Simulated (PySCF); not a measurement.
Simulated Cl 2p region for `[Cl][Al]([Cl])[Br]` (AlCl2Br), binding energy against the vacuum level.

Every computed line was given a Gaussian of 0.4 eV full width at half maximum and an area set by the number of equivalent atoms (split 2:1 within a doublet); the highest printed point is 100. The calculation used delta-SCF UKS SCAN, pcX-2 on the ionised atom, pcseg-1 elsewhere, spin-free X2C (PySCF).

(binding energy (eV), intensity): (205.9, 1), (206.0, 5), (206.1, 18), (206.2, 45), (206.3, 80), (206.4, 100), (206.5, 88), (206.6, 55), (206.7, 24), (206.8, 8), (206.9, 2), (207.0, 0), (207.1, 0), (207.2, 0), (207.3, 0), (207.4, 0), (207.5, 0), (207.6, 1), (207.7, 5), (207.8, 14), (207.9, 31), (208.0, 46), (208.1, 49), (208.2, 37), (208.3, 20), (208.4, 7), (208.5, 2), (208.6, 0)

Task: How many maxima does the curve show, and how many computed lines lie under it?

Result: The curve has 2 maxima (at 206.4 and 208.1 eV). Under it lie 2 lines from 1 inequivalent chlorine site, drawn as a 2p3/2, 2p1/2 pair.

Task: Decompose the envelope and assign each component. Bonds: Al1–Cl2, Al1–Cl3, Al1–Br4.

Result: 
```
position (eV)  relative area      line    atoms            environment
       206.41           1.33  Cl 2p3/2  Cl2/Cl3  chlorine bonded to Al
       208.07           0.67  Cl 2p1/2  Cl2/Cl3  chlorine bonded to Al
```

Task: What are the centre and the root-mean-square width of the whole band?

Result: The area-weighted mean of the lines is 206.97 eV. Their own spread about it is 0.78 eV (rms) and each Gaussian has σ = 0.4/2.355 = 0.17 eV; the variances add, which gives 0.80 eV.

Shake-up satellites, vibrational structure and lifetime widths aren't simulated. Atoms equivalent by their bonding share one computed value, that of the first of them. Spin–orbit and ligand-field terms were added within each 2p shell after the spin-free SCF. 2p1/2 minus 2p3/2 (ligand field included): Cl 1.65 eV. Isolated species at its PBE0-D3(BJ)/def2-SVP geometry, gas phase.

The run took 7.2 s of wall time on one thread, x86-64 server (shared host).
